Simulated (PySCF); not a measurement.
# Computed vibrations of [LuH4]−

[LuH4]− (singlet in the valence; each metal's 4f electrons, 14 of them, lie in its core potential, out of spins and levels). PySCF 2.14.0, RKS PBE0, Lu lcecp-1-SVP with ECP60, H def2-SVP; non-relativistic Hamiltonian with scalar-relativistic core potentials where named; density fitting; no spin-orbit coupling. Central differences of gradients.

```xyz
5

Lu    0.0000    0.0000    0.0000
H     1.1764    1.1764    1.1764
H    -1.1764   -1.1764    1.1764
H     1.1764   -1.1764   -1.1764
H    -1.1764    1.1764   -1.1764
```

Run from Python with OMP_NUM_THREADS=2. Where DIIS fails, smearing, a level shift and second-order steps follow.
It took 3.3 s on 2 threads of Arm Neoverse V2 (shared host).

Task: What are the harmonic wavenumbers and infrared intensities?

Result: Modes are labelled in Td; negative numbers are unstable modes, those under 60 cm⁻¹ near the noise; a finer grid moves soft modes by up to 10 cm⁻¹.
```tsv
cm⁻¹	km/mol	symmetry
502	466.3	t2
502	466.3	t2
502	466.3	t2
522	0.0	e
522	0.0	e
1284	976.2	t2
1284	976.2	t2
1284	976.2	t2
1402	0.0	a1
```

Task: Is this a minimum?

Result: Yes. Ideal gas at 298.15 K and 1 bar: S = 245.2 J/(mol K), Cp = 61.4 J/(mol K), H − H(0 K) = 12.9 kJ/mol (rigid rotor, harmonic modes, spin degeneracy alone, that of the 4f electrons in the core included).

An lcecp potential fixes the number of 4f electrons, so in runs with it no electron can move into or out of that shell.
